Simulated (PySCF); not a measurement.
**Dipole moment and polarisability of `[BH3-][N@H+](C)CC=C`**

Compound: C4H12BN.
SMILES with atom numbers: `[BH3-:1][N@H+:2]([CH3:3])[CH2:4][CH:5]=[CH2:6]` (hydrogens: H7, H8, H9 on B1; H10 on N2; H11, H12, H13 on C3; H14, H15 on C4; H16 on C5; H17, H18 on C6)

Cartesian coordinates in Å at the PBE0-D3(BJ)/def2-SVP level; atoms count from 1:
```xyz
18
C4H12BN angstrom
B     -1.7070    0.8964   -0.8524
N     -0.6729   -0.1801   -0.1989
C     -1.3048   -0.9453    0.8822
C      0.5910    0.4768    0.2090
C      1.6791   -0.4744    0.5987
C      2.7823   -0.6668   -0.1259
H     -1.1165    1.3842   -1.8103
H     -1.9393    1.7135    0.0335
H     -2.6961    0.2508   -1.1802
H     -0.4441   -0.8282   -0.9558
H     -1.5827   -0.2460    1.6821
H     -0.6370   -1.7231    1.2806
H     -2.2222   -1.4036    0.4947
H      0.3305    1.1586    1.0336
H      0.9021    1.1021   -0.6387
H      1.5572   -1.0282    1.5373
H      2.9519   -0.1223   -1.0609
H      3.5622   -1.3640    0.1913
```

Level: CAM-B3LYP/def2-SVPD (PySCF), static field, nuclei fixed, core orbitals frozen in the response. The polarisability tensor in these axes (au):

```
x   92.67 -5.07 -3.47
y   -5.07 69.44 -3.63
z   -3.47 -3.63 71.56
```

Problem. What are the eigenvalues, a third of the trace, and Δα (Δα² = ½Σ(αi − αj)² over the three pairs)?

Solution. Principal values 65.33, 74.28 and 94.05 au; mean 77.89 au = 11.54 Å³ = 12.84 × 10⁻⁴⁰ C²·m²/J; Δα = 25.45 au (33 % of the mean).

Problem. What is the dipole moment, and where does it point?

Solution. (3.56, -3.37, 2.21) D, 5.37 D in size, pointing from the negative to the positive side. Measured along this direction, the outermost atoms are H9, H7 and H8 at the negative end and H18 at the positive end.

Problem. How large is μ²/3kT at 250 K beside α?

Solution. In Gaussian units μ²/3kT = 278.88 Å³ against 11.54 Å³, a ratio of 24.16; the Debye molar polarisation (4π/3)N_A(α + μ²/3kT) is 732.6 cm³/mol, leaving out the vibrational part.

Problem. What are the principal values of the traceless quadrupole moment, Θ = ½Σq(3rr − r²1), about the centre of nuclear charge?

Solution. -15.36, 5.20, 10.15 D·Å. The values depend on the origin, since the dipole doesn't vanish. The electronic extent ⟨r²⟩ about the same centre is 791 bohr², a root-mean-square distance of 2.15 Å for the 48 electrons.

Problem. Rayleigh depolarisation ratio (linearly polarised light, static tensor)?

Solution. ρ = 3Δα²/(45ᾱ² + 4Δα²) = 1943.8/(272990 + 2591.7) = 0.00705.

Problem. What would n − 1 = 2πNα be for an ideal gas of these molecules at 273.15 K and 1 atm, electronic part alone?

Solution. N = p/kT = 2.6868 × 10¹⁹ cm⁻³, so n − 1 = 2π × N × 11.54 × 10⁻²⁴ cm³ = 1948 × 10⁻⁶ at long wavelengths.

Geometry: PBE0-D3(BJ)/def2-SVP, one conformer, isolated molecule.
